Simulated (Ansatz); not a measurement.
`[NH2][Nb]([F])([F])=[S]` + H–F → `[F][Nb]([F])([F])=[S]` + NH₃ at 700 K and 1 bar (ligand exchange at the Nb–N bond).

Program: Ansatz. Geometries: PBE0-D4/def2-TZVP. ΔE: electronic, gas phase. CCSD(T)/CBS is the MP2 limit (def2-TZVPP, def2-QZVPP) plus CCSD(T) − MP2 in def2-TZVPP, frozen cores. This one scheme is used for every species. Elements past krypton have def2 core potentials. For Nb outer-core shells are correlated without core-valence functions, which leaves a few kJ/mol of doubt a bond. One conformer a species, not always the lowest.

```tsv
species	CCSD(T)/CBS energy (Eh)	H − E (kJ/mol)	S (J/(mol·K))
`[NH2][Nb]([F])([F])=[S]`	-710.39583	151.8	453.1
H–F	-100.39570	45.2	198.5
`[F][Nb]([F])([F])=[S]`	-754.30397	79.8	414.1
NH₃	-56.50880	116.9	226.5
```

H − E and S are ideal-gas, rigid-rotor, harmonic terms from PBE0-D4/def2-TZVP, for one conformer and one mirror image of each species. 1 Eh = 2625.50 kJ/mol, R = 8.31446 J/(mol·K).

Question: By hand: ΔE, ΔH, ΔS and ΔG.

Answer: ΔE = (-754.30397) + (-56.50880) − (-710.39583) − (-100.39570) = -0.02124 Eh = -55.8 kJ/mol. Δ(H − E) = 79.8 + 116.9 − 151.8 − 45.2 = -0.3, so ΔH = -56.1 kJ/mol. ΔS = 414.1 + 226.5 − 453.1 − 198.5 = -11.0 J/(mol·K). ΔG = -56.1 − 700 × (-11.0)/1000 = -48.4 kJ/mol.

Question: By hand: the equilibrium constant, and the temperature at which ΔG would vanish if ΔH and ΔS stayed fixed.

Answer: log₁₀ K = −ΔG/(RT ln 10) = 3.6. ΔG = 0 at ΔH/ΔS = 5100 K, far beyond where these terms or the molecules hold.

The number of gas molecules stays the same, so ΔS is small and ΔH decides. A doubt of 5 kJ/mol in ΔE shifts log₁₀ K by 0.4 here. Other conformers and mirror images would add mixing entropy, several J/(mol·K) or more a flexible species. These are equilibria of isolated gas molecules and say nothing of rates. Largest T1 diagnostic: 0.023 (customary marks: 0.02 for closed shells, 0.045 for open ones).
